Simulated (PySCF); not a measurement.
Compound: C4H12PSi2 (doublet state).
Cartesian coordinates in Å at the GFN2-xTB level; atoms count from 1:
```
atom  x, y, z in Å
C1    -2.273   -0.817    1.187
Si2   -0.869    0.427    0.878
C3    -0.795    0.926   -0.976
C4    -0.007   -0.115   -1.779
C5     1.175   -0.662   -1.060
Si6    1.245   -0.538    0.782
P7     2.881    0.830    1.574
H8    -2.316   -1.101    2.233
H9    -3.242   -0.402    0.922
H10   -2.131   -1.723    0.607
H11   -1.124    1.637    1.677
H12   -0.279    1.885   -1.050
H13   -1.776    1.067   -1.428
H14    0.301    0.305   -2.744
H15   -0.678   -0.952   -2.023
H16    1.871   -1.227   -1.665
H17    1.616   -1.821    1.409
H18    3.835    0.386    0.679
H19    2.556    1.907    0.770
```

The hyperfine couplings belong to this conformer and change with its torsions.

As a line formula: `C[Si@@H]1CC[CH][Si@H]1P` [radical].

Computed, not measured: UKS B3LYP, pcH-1 on C H P Si, non-relativistic, mean-field spin-orbit, GIAO (PySCF). One conformer (not necessarily the lowest) at the GFN2-xTB geometry, without solvent, vibrations or thermal averaging. A GFN2-xTB geometry isn't a minimum of the functional, and hyperfine couplings can be far from their values at a DFT geometry.

**Question.** How many α and β electrons are there, and what is ⟨S²⟩ of the pure spin state?

**Answer.** Nα = 40, Nβ = 39 (79 in all), and S(S+1) = 0.75 for S = 1/2.

Mulliken spin populations, one withheld:

```json
{"atom": "C1", "bound to": "Si2, H8, H9, H10", "population": "0.0000"}
{"atom": "Si2", "bound to": "C1, C3, Si6, H11", "population": "+0.0027"}
{"atom": "C3", "bound to": "Si2, C4, H12, H13", "population": "+0.0053"}
{"atom": "C4", "bound to": "C3, C5, H14, H15", "population": "-0.0822"}
{"atom": "C5", "bound to": "C4, Si6, H16", "population": "+0.9558"}
{"atom": "Si6", "bound to": "C5, P7, Si2, H17", "population": "-0.0408"}
{"atom": "P7", "bound to": "Si6, H18, H19", "population": "?"}
{"atom": "H8", "bound to": "C1", "population": "+0.0001"}
{"atom": "H9", "bound to": "C1", "population": "-0.0003"}
{"atom": "H10", "bound to": "C1", "population": "-0.0001"}
{"atom": "H11", "bound to": "Si2", "population": "+0.0010"}
{"atom": "H12", "bound to": "C3", "population": "+0.0014"}
{"atom": "H13", "bound to": "C3", "population": "+0.0012"}
{"atom": "H14", "bound to": "C4", "population": "+0.0262"}
{"atom": "H15", "bound to": "C4", "population": "+0.0593"}
{"atom": "H16", "bound to": "C5", "population": "-0.0390"}
{"atom": "H17", "bound to": "Si6", "population": "+0.0252"}
{"atom": "H18", "bound to": "P7", "population": "-0.0010"}
{"atom": "H19", "bound to": "P7", "population": "-0.0004"}
```

**Question.** Fill in the missing population.

**Answer.** The populations add up to Nα − Nβ = 1, and the others sum to 0.9144, so P7 holds +0.085.

**Question.** Sum the populations by element and by sign.

**Answer.** Carbon +0.88, phosphorus +0.09, hydrogen +0.07, silicon -0.04. The positive populations sum to 1.16, the negative ones to -0.16.

**Question.** The run gives ⟨S²⟩ = 0.7545. What does that say of the overlap of α and β orbitals, and of the weight of higher spin?

**Answer.** Σ|⟨iα|jβ⟩|² over occupied orbitals = Nβ − [⟨S²⟩ − S(S+1)] = 39 − 0.0045 = 38.9955. If the quartet state (S + 1) were the only admixture, its weight would be 0.0045/(2S + 2) = 0.15 %. For Kohn–Sham this describes the determinant of the orbitals, not the true wave function.

**Question.** What Fermi-contact NMR shifts do the couplings of C1, Si2, C3, C4, Si6, P7, H11 imply at 298 K (Curie law, g = gₑ)?

**Answer.** δ = a_FC·h·gₑ μB S(S+1)/(3 g_N μN kT), with k/h = 20836.6 MHz/K:

```json
{"nuclei": "C1", "isotope": "13C", "a_FC (MHz)": "-0.81", "g_N": "1.4048", "contact shift (ppm)": "-85"}
{"nuclei": "Si2", "isotope": "29Si", "a_FC (MHz)": "1.85", "g_N": "-1.1106", "contact shift (ppm)": "-247"}
{"nuclei": "C3", "isotope": "13C", "a_FC (MHz)": "8.69", "g_N": "1.4048", "contact shift (ppm)": "+916"}
{"nuclei": "C4", "isotope": "13C", "a_FC (MHz)": "-29.37", "g_N": "1.4048", "contact shift (ppm)": "-3094"}
{"nuclei": "Si6", "isotope": "29Si", "a_FC (MHz)": "48.13", "g_N": "-1.1106", "contact shift (ppm)": "-6416"}
{"nuclei": "P7", "isotope": "31P", "a_FC (MHz)": "-6.49", "g_N": "2.2632", "contact shift (ppm)": "-425"}
{"nuclei": "H11", "isotope": "1H", "a_FC (MHz)": "2.42", "g_N": "5.5857", "contact shift (ppm)": "+64"}
```

The sign follows the spin density at the nucleus: positive density means a positive shift.
